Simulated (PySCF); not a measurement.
C2H5InO2, SMILES C=[CH][In]([OH])[OH].

Geometry: PBE-D3(BJ)/def2-SVP. The structure was generated by enumeration; whether it is a known compound was not checked. The def2 effective core potentials stand for the cores of In; spin–orbit coupling is left out. Other conformers were not sampled.

Calculation: PBE-D3(BJ)/def2-SVP (PySCF).

Frequencies are harmonic and unscaled.

Q: List the normal modes with their intensities. (The exact figures need the calculation; the answer reports its results.)

A: 
```tsv
mode	ν (cm⁻¹)	IR (km/mol)	moving atoms (share of kinetic energy)
1	44	2.8	C 40 %, H 34 %, O 20 %
2	64	3.3	O 43 %, C 27 %, H 15 %, In 14 %
3	124	6.5	O 37 %, In 26 %, H 21 %, C 16 %
4	128	18.6	O 78 %, H 11 %, In 10 %
5	246	98.5	H 91 %, O 8 %
6	254	7.6	C 66 %, H 20 %, In 11 %
7	320	83.2	H 91 %, O 9 %
8	442	13.3	H 67 %, C 31 %
9	481	6.0	C 66 %, H 21 %, O 9 %
10	565	64.5	O 82 %, In 14 %
11	581	66.8	O 83 %, In 14 %
12	781	62.1	H 94 %
13	824	74.1	H 93 %
14	938	26.9	H 72 %, C 28 %
15	954	9.4	H 87 %, C 13 %
16	998	13.5	H 94 %
17	1193	23.8	H 73 %, C 27 %
18	1365	7.7	H 84 %, C 16 %
19	1605	1.7	C 85 %, H 15 %
20	3037	15.7	H 95 %
21	3089	3.6	H 91 %, C 9 %
22	3126	6.5	H 90 %, C 10 %
23	3703	46.8	H 94 %
24	3710	24.3	H 94 %
```
